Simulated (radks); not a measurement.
Values are calculated unless marked as measured or tabulated.
Ionisation of neutral germanium, [Ar] 3d10 4s2 4p2, to Ge+, [Ar] 3d10 4s2 4p1, under several functionals. Dirac Kohn-Sham, spin-unpolarised, spherical densities, finite nucleus; open shells fill j = l - 1/2 first; a radial shooting solver on a logarithmic mesh with Libxc functionals.

| functional | E(Ge) (hartree) | Exc (hartree) | IE (eV) | -e(HOMO) (eV) | <r> HOMO (bohr) | IE error (eV) |
|---|---|---|---|---|---|---|
| XLYP | -2099.64093 | -80.29853 | 7.480 | 3.870 | 2.894 | -0.419 |
| exchange-only B88 | -2097.79940 | -78.42331 | 6.794 | 3.260 | 2.946 | -1.106 |
| revPBE | -2099.08941 | -79.74584 | 7.478 | 3.903 | 2.873 | -0.422 |
| SOGGA | -2097.15302 | -77.77479 | 7.444 | 3.862 | 2.860 | -0.456 |

NIST Atomic Spectra Database: 7.899 eV (measured). Closest: XLYP. The Delta-SCF values span 0.69 eV, the total energies 2.49 hartree. The highest occupied level is 4p1/2. Spin polarisation and multiplet splitting are left out, so open shells lie too high by an amount that depends on their filling.

Beside tabulated values, note that spin-unpolarised runs miss the spin-polarisation part of the exchange energy of open shells.
